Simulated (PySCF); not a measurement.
# Identify the compound

Molecular formula: C$_{2}$H$_{13}$FSi$_{5}$. Simulated spectra:

¹H NMR (500 MHz, computed): δ 5.71 (m, 1H), 5.18 (m, 1H), 4.38 (m, 2H), 3.68 (s, 9H).

¹³C{¹H} NMR (computed): δ 180.2 (C), 115.2 (CH2).

How the numbers were obtained: GIAO PBE0/pcSseg-1 shieldings, structure optimised with GFN2-xTB, in PySCF 2.14.0 with density-fitted response routines (a single conformation, equivalent nuclei averaged, gas phase, relativity neglected).

References, each an isolated molecule treated in the same way: ¹H (31.72 ppm) and ¹³C (186.93 ppm) against TMS.

Problem. Propose a structure and justify it.

Solution. 
1. The formula gives 1 degree of unsaturation (no ring in the answer).
2. 2 carbon signals for 2 carbons: no two carbons are equivalent.
3. Carbon types of the structure: 1 × C, 1 × CH2, leaving 11 H on heteroatoms.
4. δC 180.2: fully substituted alkene carbon.
5. δC 115.2: terminal =CH2 carbon; as expected for a trigonal carbon in a double bond.
6. δH 5.71, 5.18: hydrogen on a terminal =CH2 carbon; olefinic region.
7. δH 4.38: hydrogen on a silicon bonded to C, Si.
8. δH 3.68: hydrogen on a silicon bonded to Si.

The compound is SMILES C=C(F)[SiH2][Si]([SiH3])([SiH3])[SiH3].

This is the structure that produced the data.

Splittings by ¹⁹F in the carbon and heteronuclear signals aren't shown, as no couplings were computed. Shifts are as computed. Against solution values, carbons near 30 ppm lie about +3 ppm off and those near 130 ppm about +5 ppm. Of 1211 compounds with measured shifts, 218 miss one by over three times the rms of a fit or turn the order of signals round; such compounds aren't used in these exercises. Multiplicities follow the n + 1 count of equivalent neighbours, as no J values were calculated; m marks all less simple cases, F and P coupling included.
